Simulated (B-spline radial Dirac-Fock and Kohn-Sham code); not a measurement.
# Core-level shifts of iridium with charge state

Level of theory: ΔSCF Dirac-Fock with Breit, self-energy and vacuum polarisation, finite nucleus, configuration average; a B-spline atomic structure program. Each ion is free and in its tabulated ground configuration. Electron correlation is not included.

Reference: Ir²¹⁺, [Kr] 4d10 4f10, with M2 (3p1/2) 3494.9 eV, M3 (3p3/2) 3137.5 eV, N2 (4p1/2) 1135.7 eV, N3 (4p3/2) 1046.4 eV, N6,7 (4f) 604.3 eV, Kα1 (K-L3) 64896.2 eV, Kβ1 (K-M3) 73562.5 eV, Lα1 (L3-M5) 9180.0 eV. Shifts from it, in eV (a dash: the subshell is empty, belongs to an open shell averaged over j, or its hole state is left out as unreliable):

```tsv
ion	configuration	M2 (3p1/2)	M3 (3p3/2)	N2 (4p1/2)	N3 (4p3/2)	N6,7 (4f)	Kα1	Kβ1	Lα1
Ir²²⁺	[Kr] 4d10 4f9	+53.4	+53.2	+46.7	+45.7	+46.0	-1.14	-1.81	-0.65
Ir²³⁺	[Kr] 4d10 4f8	+108.3	+108.0	+94.5	+92.3	+93.3	-2.34	-3.61	-1.24
Ir²⁴⁺	[Kr] 4d10 4f7	+164.8	+164.2	+143.3	+139.8	+141.6	-3.61	-5.40	-1.78
Ir²⁵⁺	[Kr] 4d10 4f6	?	?	?	?	?	?	?	?
Ir²⁶⁺	[Kr] 4d10 4f5	+282.2	+281.2	+243.6	+237.7	+241.8	-6.33	-8.89	-2.66
Ir²⁷⁺	[Kr] 4d10 4f4	+343.1	+341.8	+295.2	+287.9	+293.6	-7.78	-10.56	-2.98
Ir²⁸⁺	[Kr] 4d10 4f3	+405.5	+403.8	+347.7	+339.0	+346.5	-9.29	-12.18	-3.21
Ir²⁹⁺	[Kr] 4d10 4f2	+469.3	+467.3	+401.1	+391.0	+400.4	-10.85	-13.72	-3.35
Ir³⁰⁺	[Kr] 4d10 4f1	+534.5	+532.1	+455.3	+443.8	+455.5	-12.48	-15.19	-3.39
```

Q: Give the missing shifts for Ir²⁵⁺.

A: M2 (3p1/2) +222.7, M3 (3p3/2) +222.0, N2 (4p1/2) +193.0, N3 (4p3/2) +188.3, N6,7 (4f) +191.2, Kα1 -4.94, Kβ1 -7.16, Lα1 -2.26 (eV).

Over this range M2 (3p1/2) moves by +534.5 eV and Kα1 by -12.5 eV: a line is a difference of two levels that shift in the same direction.

Values without a named source are computed, but for edge energies of neutral atoms, which are taken from tables.
